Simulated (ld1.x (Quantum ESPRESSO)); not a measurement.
Before and after: TM semilocal potential for caesium (Cs)

caesium, norm-conserving Troullier–Martins (semilocal form), made with ld1.x (Quantum ESPRESSO) 7.5 (PBE, scalar-relativistic). Core [Xe], reference 5d0 6s1 6p0. Waves: 6s (bound): rc 4.20 bohr; 6p (bound, empty): rc 3.95 bohr; 5d (bound, empty): rc 4.20 bohr. Local part: the d channel. Core correction: Bessel-smoothed model core, default radius (core density twice the valence density).

All-electron outer shells of the reference configuration (PBE, scalar-relativistic, ld1.x):

```tsv
shell	level (eV)	outermost node (bohr)	outermost maximum (bohr)
5s	-26.73	0.82	1.54
5p	-13.52	0.89	1.79
6s	-2.09	2.11	4.80
6p	-0.74	2.61	6.72
5d	-0.38	1.06	3.51
```

Change: wave 5d (bound): rc 4.20 bohr becomes 5d (bound): rc 3.92 bohr.

Cutoffs: the cutoffs (Ry, on a coarse ladder) from which the occupation-weighted sum of valence levels, in a spherical-Bessel basis at the reference potential, stays within 10 and 1 mRy of its value at 400 Ry; they do not see the model core or the augmentation charge, which bear on the density cutoff. Errors are all-electron minus pseudo energies relative to the spin-unpolarised reference configuration.

Predict the effect on cutoff, ghosts and configuration errors.

Both files are so soft that the ladder of cutoffs tells neither apart; the errors of the 4 common tests hardly move; the range in which the d phases agree widens (upper end 1.0 → 3.6); neither file shows a bound ghost. A semilocal file is local in each channel, so a ghost entry of none says nothing of the separable form that plane-wave codes build from it.

| quantity | base | changed |
| --- | --- | --- |
| cutoff, loose | 6 Ry | 6 Ry |
| cutoff, tight | 6 Ry | 6 Ry |
| bound ghosts | none | none |
| error for 5d0 6s0.5 6p0, meV [ΔE 1.47 eV] | -1.8 | -1.8 |
| error for 5d0 6s0 6p1, meV [ΔE 1.37 eV] | -1.0 | -1.0 |
| error for 5d1 6s0 6p0, meV [ΔE 1.67 eV] | -5.3 | -5.7 |
| error for 5d0.5 6s0.5 6p0, meV [ΔE 0.84 eV] | -1.6 | -1.7 |
| s: phases at 4.53 bohr within 0.05 rad from the reference energy up to (Ry; the scan ends near 5) | 0.9 | 0.9 |
| p: phases at 4.53 bohr within 0.05 rad from the reference energy up to (Ry; the scan ends near 5) | 0.1 | 0.1 |
| d: phases at 4.53 bohr within 0.05 rad from the reference energy up to (Ry; the scan ends near 5) | 1.0 | 3.6 |
